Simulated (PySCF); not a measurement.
Mean harmonic wavenumber (cm⁻¹) of eight silicon and germanium compounds: PBE-D3(BJ) beside PBE0-D3(BJ), computed with PySCF for isolated molecules in the bases named; differences from unrounded values. The eight are the first of their class met in an unordered collection, after screening for sound electronic states; none was chosen by its value. Each level has its own optimised geometry.

```
molecule                                                     basis  PBE0-D3(BJ)
--------------------------------------------------------  --------  -----------
trisilylphosphine (H₉PSi₃), SMILES [SiH3]P([SiH3])[SiH3]  def2-SVP         1026
F2GeH4OSi, SMILES F[SiH](F)[O][GeH3]                      def2-SVP          913
H₄Se₂Si, SMILES [SiH2]([SeH])[SeH]                        def2-SVP          996
C₂H₆ClFSi, SMILES F[Si@H](CC)Cl                           def2-SVP         1291
C2H10ClNSi2, SMILES C[Si@H](Cl)[C@H](N)[SiH3]             def2-SVP         1227
C2H10OSi3, SMILES [SiH3][C@H]1O[SiH2]C[SiH2]1             def2-SVP         1131
Si(F)2(Me)(NH2) (CH5F2NSi), SMILES C[Si](N)(F)F           def2-SVP         1263
Si(H)(OH)(SiH3)2 (H8OSi3), SMILES O[SiH]([SiH3])[SiH3]    def2-SVP         1059
```

Estimate the PBE-D3(BJ) values and say how PBE-D3(BJ) differs from PBE0-D3(BJ) over the set. (Estimate from the structure and the level; the computed values follow.)


```
molecule                                                  PBE-D3(BJ)  difference
--------------------------------------------------------  ----------  ----------
trisilylphosphine (H₉PSi₃), SMILES [SiH3]P([SiH3])[SiH3]         991         -35
F2GeH4OSi, SMILES F[SiH](F)[O][GeH3]                             878         -34
H₄Se₂Si, SMILES [SiH2]([SeH])[SeH]                               959         -37
C₂H₆ClFSi, SMILES F[Si@H](CC)Cl                                 1250         -41
C2H10ClNSi2, SMILES C[Si@H](Cl)[C@H](N)[SiH3]                   1187         -40
C2H10OSi3, SMILES [SiH3][C@H]1O[SiH2]C[SiH2]1                   1093         -38
Si(F)2(Me)(NH2) (CH5F2NSi), SMILES C[Si](N)(F)F                 1225         -38
Si(H)(OH)(SiH3)2 (H8OSi3), SMILES O[SiH]([SiH3])[SiH3]          1023         -36
```
PBE-D3(BJ) lies below PBE0-D3(BJ) in 8 and above it in 0 of the eight; the mean signed difference is -37 and the largest -41 cm⁻¹.
